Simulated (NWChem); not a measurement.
# AgF; SMILES [F][Ag]

Program: NWChem. All runs use the structure optimised with PBE0-D3(BJ)/def2-TZVP. def2 effective core potentials on Ag; no spin-orbit coupling. Ions are spin-unrestricted doublets at the neutral geometry; other ion states weren't tried.

**Question.** What does the run give for PBE0/def2-SVPD? Quantities: −ε(HOMO) (eV).

**Answer.** −ε(HOMO) (eV): 8.06
